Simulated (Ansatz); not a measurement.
CH3FGaI, SMILES `F[CH2][GaH][I]`. Total charge 0; spin multiplicity 1. I takes the def2 core potential. The geometry is a stationary point of PBE0-D4/def2-TZVP. It is one conformer, not always the lowest.

```xyz
7

F    -1.091   -1.531    0.775
C    -0.142   -0.520    0.792
Ga   -0.030    0.411   -0.956
I     1.671    2.241   -0.978
H     0.829   -0.954    1.050
H    -0.403    0.193    1.582
H    -0.834    0.160   -2.265
```

What is the dipole moment at B3LYP/def2-TZVPP? (Estimate.)

Ansatz gave: 0.36 D, with components (-0.04, -0.18, 0.31) D in this frame, pointing from negative to positive charge.

And with PBE, r2SCAN, ωB97M-V? (Estimate.)

The calculation gave: PBE 0.45 D, r2SCAN 0.43 D, ωB97M-V 0.37 D.

Give the Mulliken charges with B3LYP, PBE, r2SCAN in def2-TZVPP. (Best estimate.)

Ansatz gave: 
```json
{"atom": "F1", "B3LYP": "-0.25", "PBE": "-0.20", "r2SCAN": "-0.24"}
{"atom": "C2", "B3LYP": "-0.02", "PBE": "-0.03", "r2SCAN": "0.03"}
{"atom": "Ga3", "B3LYP": "0.33", "PBE": "0.28", "r2SCAN": "0.35"}
{"atom": "I4", "B3LYP": "-0.25", "PBE": "-0.24", "r2SCAN": "-0.26"}
{"atom": "H5", "B3LYP": "0.10", "PBE": "0.10", "r2SCAN": "0.07"}
{"atom": "H6", "B3LYP": "0.10", "PBE": "0.10", "r2SCAN": "0.07"}
{"atom": "H7", "B3LYP": "-0.02", "PBE": "-0.01", "r2SCAN": "-0.03"}
```

B3LYP here is the variant with VWN-RPA as its local correlation; programs differ in this.
